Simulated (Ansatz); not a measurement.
C3H4O, SMILES `C=C1CO1` (charge 0, multiplicity 1).

Z-matrix (Å, degrees):
```
C
C 1 1.3152
O 1 1.3527 2 139.54
H 2 1.0793 1 119.91 3 -179.99
H 2 1.0808 4 119.17 1 -180.00
C 1 1.4320 2 156.21 4 0.02
H 6 1.0843 1 120.36 2 -80.29
H 6 1.0843 7 116.52 3 136.18
```
Charge 0, multiplicity 1.

Frozen-core energies in 6-31g from Ansatz (a quantum-chemistry and plane-wave program) at a geometry from B3LYP-D3(BJ)/def2-TZVP; the HF reference has <S^2> = 0.00 and the T1 diagnostic is 0.013.

```json
[
 {"level": "HF", "energy (Ha)": "-190.60300"},
 {"level": "MP2", "energy (Ha)": "-190.99265"},
 {"level": "CCSD", "energy (Ha)": "-191.02080"}
]
```

Estimate the energies of CCSD(T), CCSDT and CCSDT(Q), and give each level's difference from CCSDT(Q).


| level | energy (Ha) | difference from CCSDT(Q) (mHa) |
|---|---|---|
| MP2 | -190.99265 | 42.88 |
| CCSD | -191.02080 | 14.73 |
| CCSD(T) | -191.03348 | 2.05 |
| CCSDT | -191.03412 | 1.42 |
| CCSDT(Q) | -191.03553 | 0.00 |
